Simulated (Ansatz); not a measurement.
`C[S][SnH]([Cl])[Cl]` and `[SH][SnH]([Cl])[Cl]` differ in one atom or group.

Ansatz, PBE0-D4/def2-TZVP geometries, multiplicity 1. Each molecule was computed in one conformer, which needn't be the lowest.

Elements past krypton have def2 core potentials.

```
                                      property  `C[S][SnH]([Cl])[Cl]`
           HOMO–LUMO gap (PBE/def2-TZVPP) / eV                   3.58
size of the dipole moment (PBE/def2-TZVPP) / D                   1.55
         LUMO energy (ωB97M-V/def2-TZVPP) / eV                   0.16
             LUMO energy (PBE/def2-TZVPP) / eV                  -2.71
             HOMO energy (PBE/def2-TZVPP) / eV                  -6.29
          HOMO–LUMO gap (PBE0/def2-TZVPP) / eV                   5.72
```

Q: Give the same properties after the change, and the shifts. (An estimate is asked.)

A: Ansatz gave: 
```tsv
property	`[SH][SnH]([Cl])[Cl]`	shift
HOMO–LUMO gap (PBE/def2-TZVPP) / eV	3.99	0.41
size of the dipole moment (PBE/def2-TZVPP) / D	2.27	0.72
LUMO energy (ωB97M-V/def2-TZVPP) / eV	0.05	-0.11
LUMO energy (PBE/def2-TZVPP) / eV	-2.86	-0.15
HOMO energy (PBE/def2-TZVPP) / eV	-6.85	-0.56
HOMO–LUMO gap (PBE0/def2-TZVPP) / eV	6.16	0.44
```

With PBE0 the HOMO falls by 0.60 eV and the LUMO falls by 0.14 eV, so the gap widens by about 0.46 eV. PBE moves the HOMO by -0.56 eV and ωB97M-V by -0.60 eV. Dipoles are sizes alone; their direction can turn.
